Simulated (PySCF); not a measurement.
Mn(OH)2 (H2MnO2), SMILES [Mn]([OH])[OH] (connectivity only; charge and spin as stated), neutral, multiplicity 6.

Geometry: B3LYP-D3(BJ)/def2-TZVP. The multiplicity is an assumed one; other spin states were not compared. Other conformers were not sampled.

These are PBE0/def2-TZVPD (PySCF) values and carry that method's errors.

Gas-phase values at a fixed geometry.

Computed frontier levels, dipole moment and polarisability:
```yaml
"α spin, highest occupied and lowest empty level": -7.40 and -0.70 eV
"β spin, highest occupied and lowest empty level": -8.34 and -2.06 eV
dipole_moment: 1.58 D
quadrupole, principal values (traceless, Buckingham form, about the centre of nuclear charge): -9.12, 2.43, 6.68 D·Å
mean_static_polarisability: 37.7 bohr³ (5.59 Å³)
polarisability_principal_values: 32.4, 32.4, 48.4 bohr³
"⟨S²⟩": 8.765 (pure state 8.75)
```
